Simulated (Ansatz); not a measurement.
Reaction (atomization): `C1=[N][GeH2][CH2]1` → 2 C• + Ge• + 5 H• + N•

Isolated molecules relaxed with PBE0-D4/def2-TZVP in Ansatz; ΔE leaves out vibrations. CCSD(T)/CBS is the MP2 limit (def2-TZVPP, def2-QZVPP) plus CCSD(T) − MP2 in def2-TZVPP, frozen cores. This one scheme is used for every species, atoms too. DFT in def2-TZVPP. B3LYP here is the variant with VWN-RPA as its local correlation; programs differ in this. HSE06 is defined as in plane-wave codes. No spin–orbit coupling; open shells (•) take unrestricted orbitals. Spin–orbit coupling would lower the free atoms: a little for C; clearly for Ge. For Ge outer-core shells are correlated without core-valence functions, so the limit isn't a true one: a few kJ/mol of doubt a bond, and 10 to 20 or more in all where bonds break to atoms. Scalar relativity is left out up to krypton.

`C1=[N][GeH2][CH2]1`:

Cartesian coordinates in Å:
```
C 0.790 0.777 0.510
N 1.134 -0.360 0.984
Ge -0.266 -1.194 -0.013
C -0.386 0.738 -0.440
H 1.319 1.699 0.784
H -1.378 -1.831 0.837
H 0.207 -2.163 -1.110
H -1.266 1.284 -0.093
H -0.153 1.051 -1.460
```

```
        level  ΔE (eV)  difference from CCSD(T)/CBS
  LDA (SPW92)    39.06                         5.29
       PBE-D4    34.66                         0.89
      BLYP-D4    33.74                        -0.03
       B97M-V    33.96                         0.19
     B3LYP-D4    33.69                        -0.08
   r2SCANh-D4    33.50                        -0.27
   r2SCAN0-D4    33.14                        -0.63
     HSE06-D4    33.92                         0.15
 CAM-B3LYP-D4    33.81                         0.04
       B2PLYP    33.39                        -0.38
       revPBE    33.19                        -0.58
         BLYP    33.34                        -0.43
        B3LYP    33.40                        -0.37
      LC-ωPBE    33.69                        -0.08
HF/def2-QZVPP    23.33                       -10.44
 HF/CBS(def2)    23.34                       -10.43
  CCSD(T)/CBS    33.77                            0
```

Largest T1 diagnostic among the species: 0.013.

From BLYP to BHLYP (50 % exact exchange), in def2-TZVPP and without D4, ΔE moves by −1.02 eV: exact exchange takes away binding that semilocal exchange gives to molecules. In def2-TZVPP, CCSD(T) changes the Hartree–Fock value by +9.63 eV (the triples alone add +0.65 eV) and MP2 by +10.11 eV; breaking electron pairs costs correlation energy, which Hartree–Fock lacks.

For atomizations the MP2-based limit and the directly extrapolated one differ by several kJ/mol either way, and by 10 to 25 for some Ge, Se and Sn compounds, so smaller differences from it don't rank the levels.
